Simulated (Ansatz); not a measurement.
Consider the atomization: `[SiH3][O][AlH][SiH3]` → Al• + 7 H• + O• + 2 Si•.

Gas-phase electronic energies from Ansatz, PBE0-D4/def2-TZVP geometries. CBS: MP2 limit from def2 TZ/QZ plus the TZ coupled-cluster correction, frozen cores. This one scheme is used for every species, atoms too. Functionals use def2-TZVPP. Open shells (•) are unrestricted, without spin–orbit coupling. Spin–orbit coupling would lower the free atoms: a little for Al, O, Si. Each species was taken in one conformer, which may not be the lowest.

| level | ΔE (eV) | difference from CCSD(T)/CBS |
| --- | --- | --- |
| PBE-D4 | 34.69 | -0.74 |
| PBE0-D4 | 34.55 | -0.88 |
| ωB97X-V | 35.56 | 0.13 |
| ωB97M-V | 35.26 | -0.17 |
| B2PLYP | 34.80 | -0.63 |
| r2SCAN | 35.19 | -0.24 |
| PBE0 | 34.36 | -1.07 |
| HF/def2-TZVPP | 26.96 | -8.47 |
| MP2/def2-TZVPP | 34.49 | -0.94 |
| CCSD(T)/def2-TZVPP | 34.50 | -0.93 |
| CCSD(T)/CBS | 35.43 | 0 |

Largest T1 diagnostic among the species: 0.018.

From PBE to PBE0 (25 % exact exchange), in def2-TZVPP and without D4, ΔE moves by −0.11 eV: exact exchange takes away binding that semilocal exchange gives to molecules. The D4 term adds +0.36 eV with B3LYP and +0.19 eV with PBE0; it sums over pairs of atoms, weighted by their polarisabilities, and B3LYP, whose exchange is more repulsive, gets the larger term.

B3LYP here is the variant with VWN-RPA as its local correlation; programs differ in this.

For atomizations the MP2-based limit and the directly extrapolated one differ by several kJ/mol either way, and by 10 to 25 for some Ge, Se and Sn compounds, so smaller differences from it don't rank the levels.
